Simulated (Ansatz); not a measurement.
The cluster V3⁺. The state is a triplet with charge 1. Geometry PBE-D4/def2-TZVP, that of the neutral doublet.

```xyz
3

V     1.059    0.030   -0.331
V    -0.472    0.896   -0.457
V    -0.587   -0.926    0.788
```

At PBE-D4/def2-TZVP, r2SCAN-D4/def2-TZVP, PBE0-D4/def2-TZVP the charge 1 triplet is spin-contaminated (final ⟨S²⟩ up to 3.49, 2.00 for a pure state). The structure comes from a short search, and lower isomers may exist.

Q: Estimate the α-spin orbital energies around the gap (eV) in Ansatz with PBE-D4/def2-TZVP, r2SCAN-D4/def2-TZVP, PBE0-D4/def2-TZVP.

A: 
```
orbital  PBE-D4/def2-TZVP  r2SCAN-D4/def2-TZVP  PBE0-D4/def2-TZVP
 HOMO−5            -10.67               -10.86             -11.76
 HOMO−4            -10.56               -10.73             -11.45
 HOMO−3             -9.69                -9.84             -10.95
 HOMO−2             -9.68                -9.65             -10.57
 HOMO−1             -9.58                -9.55             -10.53
   HOMO             -9.16                -9.12              -9.85
   LUMO             -8.43                -8.02              -7.05
 LUMO+1             -7.96                -7.66              -6.67
 LUMO+2             -7.66                -7.36              -6.45
 LUMO+3             -7.18                -7.09              -6.25
 LUMO+4             -7.06                -6.65              -5.96
 LUMO+5             -6.66                -6.30              -4.97
 β HOMO             -9.14                -9.20              -9.87
 β LUMO             -8.76                -8.22              -7.02
```
